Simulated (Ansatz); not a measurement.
The cluster Zn₂Se₃⁻ (the lowest doublet isomer of a short search) was relaxed with PBE-D4 (def2-SVPD) in Ansatz in these states: charge -1 doublet, charge -1 quartet. The geometries follow in no particular order.

A:

```xyz
5

Zn   -0.5551    0.0269   -0.3530
Zn    1.6299   -0.0825    1.0404
Se    1.7965    0.4170   -1.1987
Se   -0.3626   -0.4906    2.1149
Se   -2.5088    0.1292   -1.6036
```

B:

```tsv
atom	x (Å)	y (Å)	z (Å)
Zn1	0.670	-0.043	-0.543
Zn2	-1.959	0.409	1.262
Se3	0.461	0.707	1.759
Se4	-1.232	-1.504	-0.155
Se5	2.060	0.431	-2.323
```

Task: Judge from the bond lengths which geometry belongs to which state (an estimate).

Result: A is the charge -1 doublet (Zn1–Zn2 2.594 Å, Zn2–Se4 2.300 Å, Zn2–Se3 2.300 Å); B is the charge -1 quartet (Zn1–Zn2 3.220 Å, Zn2–Se4 2.488 Å, Zn2–Se3 2.488 Å).

At PBE0-D4/def2-TZVPD a doublet lies 1.59 eV below the charge -1 quartet. These are the stationary points nearest to one start from a short search; other shapes may lie lower in each state.
